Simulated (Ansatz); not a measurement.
The first iterations of a band of CH5GaGeS (9 atoms, charge 0, multiplicity 1).

Theory: RKS PBE-D4/def2-SVP in Ansatz.

```json
{"movable images": "7", "climbing image": "yes", "spring": "5.0 eV/Å²", "optimiser": "quadratic models (default)", "start path": "through a guess of the saddle point", "force threshold": "0.05 eV/Å", "iteration limit": "60", "end points": "relaxed"}
```

Initial state:

```xyz
9
Properties=species:S:1:pos:R:3
S -1.256 -0.324 1.605
C -0.839 0.126 -0.150
Ga -1.545 2.078 0.242
Ge 0.982 -0.356 -0.686
H -0.158 0.235 2.198
H -1.579 -0.434 -0.763
H 1.967 0.422 0.235
H 1.296 -1.874 -0.538
H 1.222 0.080 -2.159
```

Final state:

```xyz
9
Properties=species:S:1:pos:R:3
S -1.255 -0.324 1.605
C -0.837 0.127 -0.149
Ga -1.548 2.077 0.242
Ge 0.982 -0.357 -0.686
H -0.158 0.237 2.197
H -1.578 -0.431 -0.763
H 1.223 0.087 -2.156
H 1.293 -1.876 -0.547
H 1.968 0.415 0.240
```

| iteration | highest image above the first end (eV) | largest band force component (eV/Å) |
| --- | --- | --- |
| 1 | 11.051 | 31.465 |
| 2 | 5.055 | 8.157 |
| 3 | 3.269 | 4.736 |
| 4 | 2.746 | 1.884 |
| 5 | 2.618 | 0.965 |
| 6 | 2.724 | 2.507 |
| 7 | 2.522 | 0.771 |
| 8 | 2.503 | 0.886 |
| 9 | 2.393 | 0.651 |
| 10 | 2.390 | 0.566 |
| 11 | 2.387 | 0.578 |
| 12 | 2.386 | 0.564 |
| 13 | 2.390 | 0.534 |
| 14 | 2.394 | 0.389 |
| 15 | 2.400 | 0.319 |
| 16 | 2.388 | 0.479 |
| 17 | 2.375 | 0.218 |
| 18 | 2.318 | 0.305 |
| 19 | 2.290 | 0.366 |
| 20 | 2.231 | 0.440 |

**Question.** Does the band converge within its limit, and where does its top end?

**Answer.** The run ended unconverged. It ended after 60 iterations with the highest image 1.791 eV above the first end. The band didn't meet its force threshold, so its energies are provisional: the largest band force was still 0.29 eV/Å, and over the last iterations the top stayed at 1.79 eV. Neighbouring images lie up to 2.2 Å apart, so the band is torn or far too coarse.

Time of the run: 13 min on 2 threads of Intel(R) Xeon(R) Platinum 8375C CPU @ 2.90GHz (Ice Lake), with other jobs on the host, peak memory 0.24 GiB.
